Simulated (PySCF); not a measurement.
**SMILES C=N[C@H]1COCCO1, C5H9NO2**

Geometry:
| atom | x (Å) | y (Å) | z (Å) |
| --- | --- | --- | --- |
| C1 | -2.256 | 1.014 | -0.191 |
| N2 | -1.679 | 0.068 | -0.775 |
| C3 | -0.764 | -0.804 | -0.100 |
| C4 | 0.403 | -1.140 | -1.051 |
| O5 | 1.359 | -0.111 | -1.116 |
| C6 | 1.844 | 0.194 | 0.173 |
| C7 | 0.689 | 0.647 | 1.064 |
| O8 | -0.296 | -0.368 | 1.162 |
| H9 | -2.134 | 1.267 | 0.865 |
| H10 | -2.936 | 1.621 | -0.771 |
| H11 | -1.316 | -1.733 | 0.100 |
| H12 | 0.016 | -1.273 | -2.061 |
| H13 | 0.880 | -2.069 | -0.702 |
| H14 | 2.326 | -0.693 | 0.613 |
| H15 | 2.577 | 0.992 | 0.051 |
| H16 | 0.257 | 1.566 | 0.643 |
| H17 | 1.024 | 0.833 | 2.086 |

Theory: GIAO CAM-B3LYP/pcSseg-1 magnetisability, rotational g tensor and spin-rotation constants, non-relativistic, gas phase in PySCF. Geometry: GFN2-xTB.

**Question.** Give the nuclear spin-rotation constants along the inertial axes (H = +C I·J) beside the isotropic shieldings.

**Answer.** Rotational constants 3.4726, 1.9067, 1.5856 GHz. A star marks the isotopologue with that one atom substituted, in its own axes.
| atom | isotope | Caa (kHz) | Cbb (kHz) | Ccc (kHz) | mean (kHz) | σ (ppm) |
| --- | --- | --- | --- | --- | --- | --- |
| N2 | 14N | 0.790 | 0.406 | 0.286 | 0.494 | -143.7 |
| H9 | 1H | -0.283 | 0.164 | -0.143 | -0.087 | 23.9 |
| H10 | 1H | 0.039 | -0.177 | -0.011 | -0.050 | 24.1 |
| H11 | 1H | -0.271 | -0.192 | 0.064 | -0.133 | 26.9 |
| H12 | 1H | -0.296 | 0.091 | -0.164 | -0.123 | 27.2 |
| H13 | 1H | -0.172 | -0.186 | -0.002 | -0.120 | 27.7 |
| H14 | 1H | -0.156 | -0.219 | 0.009 | -0.122 | 27.9 |
| H15 | 1H | -0.170 | -0.195 | -0.014 | -0.126 | 28.1 |
| H16 | 1H | -0.192 | -0.187 | 0.001 | -0.126 | 27.9 |
| H17 | 1H | -0.319 | 0.069 | -0.176 | -0.142 | 28.5 |
| C1 | 13C* | 1.188 | 0.780 | 0.491 | 0.820 | 26.9 |
| C3 | 13C* | 0.920 | 0.458 | 0.402 | 0.593 | 94.8 |
| C4 | 13C* | 0.774 | 0.488 | 0.348 | 0.537 | 107.9 |
| O5 | 17O* | -0.251 | -0.150 | -0.093 | -0.165 | 311.3 |
| C6 | 13C* | 0.878 | 0.365 | 0.364 | 0.536 | 113.0 |
| C7 | 13C* | 0.717 | 0.440 | 0.320 | 0.492 | 120.8 |
| O8 | 17O* | -0.303 | -0.196 | -0.088 | -0.196 | 296.9 |

For the geometry as given, no vibrational averaging.

**Question.** How do the rotational constants and the g tensor change when H9, H10, H11, H12, H13, H14, H15, H16, H17 are replaced by deuterium?

**Answer.** Constants 2.9092, 1.6577, 1.3736 GHz; g -0.0352, -0.0184, -0.0133, against -0.0412, -0.0203, -0.0164 before.
